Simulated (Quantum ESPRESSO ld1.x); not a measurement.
Species: Sb. Configuration: [Kr] 4d9 5s2 5p4 (not the ground configuration). Calculated with ld1.x of Quantum ESPRESSO 7.5: scalar-relativistic Kohn-Sham, revPBE, spin-unpolarised, spherical densities, point nucleus.

Radial electron density D(r) = 4 pi r^2 rho(r):

r (bohr),D(r) (e/bohr)
0.002038,5.696
0.002718,9.067
0.003625,14.10
0.004835,21.27
0.006449,30.78
0.008671,42.54
0.01156,54.23
0.01542,63.12
0.02057,65.95
0.02766,62.05
0.03689,57.32
0.0492,61.17
0.06562,75.31
0.08753,84.79
0.1177,74.22
0.157,59.56
0.2093,64.67
0.2792,68.81
0.3754,44.16
0.5007,22.78
0.6678,23.98
0.8906,21.86
1.188,11.38
1.597,5.185
2.13,3.446
2.841,2.027
3.789,0.7541
5.095,0.1604
6.795,0.02019
9.063,0.001127

D(r) has 4 maxima, at r = 0.0199, 0.0882, 0.256, 0.741 bohr, and minima at 0.0390, 0.167, 0.551 bohr, inside which lie 1.99, 11.12, 29.02 electrons.
